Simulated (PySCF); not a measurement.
Compound: C6H8O2.
SMILES: `C/C=C\C=C\C(=O)O`

The closed-shell SCF was solved with PySCF and density fitting under several settings on one GFN2-xTB geometry (grid level 2 and gas phase unless stated).

```tsv
settings	basis functions	SCF cycles	E (Eh)	HOMO (eV)	LUMO (eV)	dipole (D)
PBE0/pcSseg-1	176	15	-383.4087	-7.02	-1.86	3.64
PBE0/def2-SVPD	230	15	-383.1932	-7.06	-1.95	3.82
OLYP/aug-cc-pVDZ	256	18	-383.8188	-5.88	-2.55	3.71
CAM-B3LYP/def2-SVPD, start guess huckel	230	15	-383.4479	-8.25	-0.88	3.80
PBE/def2-SVP, start guess huckel	152	17	-383.1443	-5.88	-2.51	3.32
BHandHLYP/IGLO-II, IEF-PCM cyclohexane, start guess atom	224	12	-383.7730	-7.74	-0.78	4.28
```

Q: Estimate the rows for these settings: (1) B3LYP/IGLO-II; (2) PBE0/pcSseg-1, fitting basis def2-universal-jkfit.

A: 
| settings | basis functions | SCF cycles | E (Eh) | HOMO (eV) | LUMO (eV) | dipole (D) |
| --- | --- | --- | --- | --- | --- | --- |
| B3LYP/IGLO-II | 224 | 15 | -384.0039 | -6.77 | -2.02 | 3.60 |
| PBE0/pcSseg-1, fitting basis def2-universal-jkfit | 176 | 12 | -383.4088 | -7.02 | -1.86 | 3.64 |

Q: Over all rows, what range does the HOMO–LUMO gap span?

A: From 3.33 eV (OLYP/aug-cc-pVDZ) to 7.37 eV (CAM-B3LYP/def2-SVPD, start guess huckel). The functional of the narrowest has no exact exchange, that of the widest range-separated exact exchange.

Q: And the dipole moment?

A: From 3.32 D (PBE/def2-SVP, start guess huckel) to 4.28 D (BHandHLYP/IGLO-II, IEF-PCM cyclohexane, start guess atom); the largest is 1.29 times the smallest, and the median is 3.67 D.

Q: Compare two rows with the functional PBE0: PBE0/pcSseg-1, fitting basis def2-universal-jkfit and PBE0/def2-SVPD. Which energy is lower, and by how much?

A: PBE0/pcSseg-1, fitting basis def2-universal-jkfit (176 functions) lies 0.2156 Eh or 135 kcal/mol below PBE0/def2-SVPD (230 functions). The smaller set gives the lower energy; the two sets aren't nested, so the variational bound doesn't order them by size.

Cycle counts include a coarse-grid stage where the run had one. The species at its GFN2-xTB geometry (one conformer only).

Conformer computed: `[CH3:1]/[CH:2]=[CH:3]\[CH:4]=[CH:5]\[C:6](=[O:7])[OH:8]`: C2–C3–C4–C5 180°, C4–C5–C6–O7 180°, H–O8–C6–C5 180°.
